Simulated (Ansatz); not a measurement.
```yaml
crystal:
  periodic: [false, false, false]
  atoms:
    - {symbol: Si, position_ang: [-0.788815, 1.398582, -0.353674]}
    - {symbol: C, position_ang: [-0.377576, -0.356894, 0.247724]}
    - {symbol: S, position_ang: [0.832523, -0.284114, 1.600034]}
    - {symbol: Ga, position_ang: [1.204965, -1.077266, -0.805203]}
    - {symbol: H, position_ang: [-1.771262, 1.289307, -1.237492]}
    - {symbol: H, position_ang: [0.241454, 2.131559, -0.360989]}
    - {symbol: H, position_ang: [0.241454, 2.131559, -0.410989]}
    - {symbol: H, position_ang: [-1.265636, -1.082229, 0.504618]}
    - {symbol: H, position_ang: [0.683058, -1.574692, 1.936532]}
    - {symbol: H, position_ang: [1.955069, -0.075254, -1.775860]}
    - {symbol: H, position_ang: [1.153150, -2.762801, -0.705877]}
basis:
  gaussian: {orbitals: def2-TZVP}
magnetization: {spin_polarized: true, initial_magnetization: 2}
hamiltonian: {xc: {name: wB97M-V}}
```

```sh
$ ansatz run in.yaml --threads 4 --pin off --events-out ev --progress --plain --max-ram 10444MiB
```

Output, abridged:

```
Functional definition: wB97M-V
1404 factors; their error is unknown
360 factors; integrals over basis functions are off by at most 9.1e-6 eV
mean field evaluation 1: about -71980.5462 eV, gradient 3.0e1 eV
mean field evaluation 2: about -71981.8706 eV, gradient 2.8e1 eV
mean field evaluation 4: about -71984.9080 eV, gradient 1.1e0 eV
mean field evaluation 8: about -71985.0392 eV, gradient 3.5e-1 eV
mean field evaluation 16: about -71985.1765 eV, gradient 9.7e-3 eV
mean field evaluation 32: about -71985.1765 eV, gradient 2.4e-5 eV
mean field -71985.17648025 eV, -2645.4064423442 hartree, gradient 2.4e-5 eV, S^2 2.002512; 4 other end points of the search recorded, 0 dependent functions left out
reference -71985.17653460 eV, -2645.4064443415 hartree; 38, 36 occupied and 157, 159 virtual orbitals, 1404 factors
Total energy: -71985.17653460 eV, -2645.4064443415 hartree
```

Problem. What is wrong with this run?

Solution. One atom was put on top of another. The run converged. The result belongs to that input, not to the molecule as meant.
